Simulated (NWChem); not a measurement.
[CH3][AlH][NH2] (CH6AlN), optimised at PBE0/def2-SVP with NWChem:

```
Property                           Result
---------------------------------  ------
highest occupied level (eV)         -7.19
orbital gap (eV)                     7.25
dipole (D)                           1.31
highest harmonic frequency (cm⁻¹)    3705
zero-point energy (kcal/mol)         42.6
```

All stand in one matching conformer (torsions within 35°), which need not be the lowest.

Q: One Al atom is replaced by B, giving CBN (CH₆BN), optimised at the same level. How do these values move?

A: 
| quantity | new value | change |
|---|---|---|
| highest occupied level (eV) | -8.18 | -0.99 |
| orbital gap (eV) | 9.29 | +2.04 |
| dipole (D) | 1.78 | +0.47 |
| highest harmonic frequency (cm⁻¹) | 3731 | +26 |
| zero-point energy (kcal/mol) | 48.1 | +5.5 |
